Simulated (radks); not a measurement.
All-electron atom: Sr18+ in [Ar] 4s2 (not the ground configuration). Method: Dirac Kohn-Sham, LDA (Slater exchange, Perdew-Wang correlation), spin-unpolarised, spherical densities, finite nucleus; Fermi nuclear charge, rms radius 4.224 fm; computed with a radial shooting solver on a logarithmic mesh with Libxc functionals.

Normalised radial functions P(r) = r R(r) (large component), r in bohr:

r           4s1/2
0.001905   0.0777
0.002731   0.1062
0.003946   0.1440
0.005656   0.1897
0.008171   0.2429
0.01171    0.2936
0.01692    0.3269
0.02445    0.3108
0.03505    0.2081
0.05063   -0.0144
0.07258   -0.3128
0.1049    -0.5346
0.1503    -0.4019
0.2172     0.2024
0.3138     0.7753
0.4497     0.4142
0.6498    -0.7915
0.9314    -1.2689
1.346     -0.6002
1.929     -0.0883
2.787     -0.0026

4s1/2: eigenvalue -431.23 eV, 3 radial nodes at r = 0.0497, 0.196, 0.515 bohr, <r> = 0.891 bohr, 90 % of the charge inside 1.26 bohr.
